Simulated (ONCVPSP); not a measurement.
# nitrogen: ONCV pseudisation with PBEsol, scalar-relativistic reference atom.

N (Z = 7), optimised norm-conserving Vanderbilt (ONCV), made with ONCVPSP 4.0.1 (PBEsol, scalar-relativistic). Core [He], reference 2s2 2p1 (charge +2). Waves: 2s: rc 0.95 bohr, ncon 3, nbas 7, qcut 7.6 1/bohr, local; 2p: rc 2.20 bohr, ncon 5, nbas 9, qcut 7.4 1/bohr, 2 projectors, debl 0.6 Ha. Local part: the s channel. Core correction: none.

In the p channel the program set the typed energies aside and used -1.373, 0.050 Ha.

Poles of the logarithmic derivatives, all-electron (AE) and pseudo (PS). s: poles at 4.4 (AE) and 3.8 (PS) Ha. p: poles at -1.2, 2.0 (AE) and -1.2, 2.0 (PS) Ha. Test radii: s 0.96, p 2.24 bohr.

* Cutoffs needed: 27 Ha and 118 Ha (the cutoffs (Ha) at which the residual kinetic energy of the hardest occupied pseudo-wave falls to 1 and 0.1 mHa per electron)
* Ghost test: no bound ghost flagged; no localised positive-energy state flagged
* Largest excitation error: +1102 meV (all-electron minus pseudo) for 2s0 2p5, out of 4 test configurations
